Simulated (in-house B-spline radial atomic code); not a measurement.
Tc⁴⁰⁺. Computed with a B-spline radial atomic code. Model: all-electron spherical atom, spin shells full or empty, radial basis limit, no spin-orbit coupling: exact exchange with a local potential (Slater, KLI or optimised effective potential, whose far tail is KLI's), no correlation.

Empty minority-spin level lies below the highest occupied level: each spin potential is zero at infinity, spin occupations fixed.

The run also made RPA and GW results, which its time includes.

The Slater potential averages the orbital exchange potentials with the orbital densities as weights, KLI adds orbital constants, and the optimised effective potential minimises the exact-exchange energy among local potentials. So their energies lie above Hartree-Fock in the order OEP, KLI, Slater. All fall off as −1/r, unlike LDA and GGA exchange.

Command:
```bash
python run_gw.py task.json out
```
Settings (lengths in bohr, energies in hartree):
```
Z                      43
electrons              3
configuration          [He] 2s1
hamiltonian            nr
method                 kli
lmax                   9
spin_polarised         True
box_radius             2.47
intervals              62
ion_configuration      1s2
```

Time taken, with all properties: 2.4 s on 1 thread of Arm Neoverse N1 (shared host).

Given: hamiltonian non-relativistic; mean-field start exchange-only KLI.

Computed: energy above Hartree-Fock 0.64561 millihartree; virial ratio -E/T less 1 -0.000268.

```csv
radius (bohr),r times exchange potential up (hartree bohr),r times exchange potential down (hartree bohr)
0.00116,-0.045778,-0.04941
0.00137,-0.054025,-0.058319
0.0016,-0.063038,-0.068058
0.00188,-0.073975,-0.079884
0.00221,?,?
0.0026,-0.10188,-0.1101
0.00305,-0.11914,-0.12882
0.00358,?,?
0.00421,-0.16282,-0.17634
0.00494,-0.18962,-0.20564
0.00581,-0.22078,-0.23985
0.00682,-0.25578,-0.27851
0.00801,-0.2953,-0.32251
0.00941,-0.33925,-0.37198
0.011,-0.38572,-0.42505
0.013,-0.43887,-0.48701
0.0152,-0.49059,-0.54904
0.0179,-0.54475,-0.61667
0.021,-0.59514,-0.68355
0.0247,-0.64052,-0.74983
0.029,-0.67581,-0.811
0.0341,-0.69742,-0.86562
0.04,-0.69987,-0.91029
0.047,-0.6767,-0.94505
0.0552,-0.62233,-0.96942
0.0648,-0.55428,-0.98482
0.0761,-0.54339,-0.99343
0.0894,-0.62262,-0.99759
0.105,-0.73051,-0.99927
0.123,-0.82355,-0.99982
0.145,-0.89742,-0.99997
0.17,-0.94655,-1
0.2,-0.97667,-1
0.235,-0.99163,-1
0.275,-0.99756,-1
0.324,-0.9995,-1
0.38,-0.99992,-1
```

Problem. What belongs in the row 0.00221?

Solution. r times exchange potential up (hartree bohr): -0.086807; r times exchange potential down (hartree bohr): -0.093769.

Problem. What belongs in the row 0.00358?

Solution. r times exchange potential up (hartree bohr): -0.13925; r times exchange potential down (hartree bohr): -0.15067.

| occupied | level (hartree) | Hartree-Fock level (hartree) |
| --- | --- | --- |
| 1s up | -884.21 | -889.93 |
| 1s down | -889.03 | -889.03 |
| 2s up | -214.26 | -214.26 |

```json
{"empty": "2s down", "level (hartree)": "-215.86"}
{"empty": "2p down", "level (hartree)": "-214.01"}
{"empty": "2p up", "level (hartree)": "-211.29"}
{"empty": "3s down", "level (hartree)": "?"}
{"empty": "3s up", "level (hartree)": "-94.58"}
{"empty": "3p down", "level (hartree)": "-94.337"}
{"empty": "3p up", "level (hartree)": "?"}
{"empty": "3d down", "level (hartree)": "-93.69"}
{"empty": "3d up", "level (hartree)": "-93.386"}
{"empty": "4s down", "level (hartree)": "-53.181"}
{"empty": "4s up", "level (hartree)": "-53.028"}
{"empty": "4p down", "level (hartree)": "-52.915"}
{"empty": "4p up", "level (hartree)": "-52.701"}
{"empty": "4d down", "level (hartree)": "-52.669"}
```

Problem. What belongs in the row 3s down?

Solution. level (hartree): -94.961.

Problem. What belongs in the row 3p up?

Solution. level (hartree): -93.779.

The highest level, 2s up, differs from Hartree-Fock by +0.0096 eV and the deepest, 1s down, by +0.167 eV: a local potential can match the highest level but can't give each shell its own exchange.
